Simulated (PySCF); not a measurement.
# MBe for M along the alkali metals

PBE0 with double-zeta basis sets in PySCF, for the lowest determinant that a PBE0 search found; no spin–orbit coupling. De refers to high-spin ground-configuration atoms. A positive dipole means M(−)Be(+).

```json
{"M": "Li", "basis": "cc-pVDZ", "state (unpaired electrons)": "doublet (σ ↑)", "Re (Å)": "2.596", "ωe (cm⁻¹)": "339", "De (eV)": "0.50", "μ (D)": "-2.70"}
{"M": "Na", "basis": "aug-cc-pVDZ", "state (unpaired electrons)": "doublet (σ ↑)", "Re (Å)": "2.898", "ωe (cm⁻¹)": "214", "De (eV)": "0.36", "μ (D)": "-2.75"}
{"M": "K", "basis": "def2-SVP", "state (unpaired electrons)": "doublet (σ ↑)", "Re (Å)": "3.418", "ωe (cm⁻¹)": "168", "De (eV)": "0.31", "μ (D)": "-3.88"}
{"M": "Cs", "basis": "def2-SVP", "state (unpaired electrons)": "doublet (σ ↑)", "Re (Å)": "3.792", "ωe (cm⁻¹)": "140", "De (eV)": "0.28", "μ (D)": "-4.08"}
```

(1) The row for M = Rb is missing. Estimate Re, ωe and De as the mean of the rows for K and Cs, and compare with the calculation.

The rows differ in basis set, which adds steps of its own.

Weak bonds: CsBe, KBe, LiBe, NaBe, RbBe. Basis-set superposition, not corrected here, can be much of De in a small basis, most of all at correlated wavefunction levels. Functionals without a dispersion term scatter widely for such bonds, and LDA overbinds them. Spin–orbit coupling is left out. States were picked by a PBE0 search and need not be the measured ground states.

Results:

(1) The means are 3.605 Å, 154 cm⁻¹ and 0.30 eV. PBE0 in def2-SVP gives RbBe as a doublet (σ ↑) with Re = 3.582 Å, ωe = 151 cm⁻¹, De = 0.28 eV, so the estimate is off by +2.3 pm, +2 % and +0.02 eV.
